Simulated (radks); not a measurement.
Ionisation of the titanium ion Ti+, [Ar] 3d2 4s1, to [Ar] 3d2 as the strength of local exchange is varied. Calculated with a radial shooting solver on a logarithmic mesh with Libxc functionals: non-relativistic Kohn-Sham, Slater X-alpha exchange (alpha = 2/3 is LDA exchange), no correlation, spin-polarised, spherical densities, point nucleus; open shells are filled with parallel spins first.

\begin{tabular}{lrrrrr}
alpha & E(Ti+) (hartree) & exchange (hartree) & IE (eV) & -e of the level emptied (eV) & <r> of it (bohr) \\ \hline
0.621 & -842.73067 & -35.24211 & 13.270 & 10.163 (4s) & 3.203 \\
0.667 & -845.34488 & -37.95926 & 13.585 & 10.492 (4s) & 3.169 \\
0.955 & -861.87842 & -55.29808 & 15.631 & 12.669 (4s) & 2.966 \\
0.985 & -863.61707 & -57.13644 & 15.852 & 12.907 (4s) & 2.946 \\
1.012 & -865.18449 & -58.79614 & 16.051 & 13.124 (4s) & 2.929 \\
\end{tabular}

NIST Atomic Spectra Database: 13.576 eV (measured). The Delta-SCF value meets it near alpha = 0.67. Open shells are spherical and high-spin; term and fine-structure splittings are not resolved.
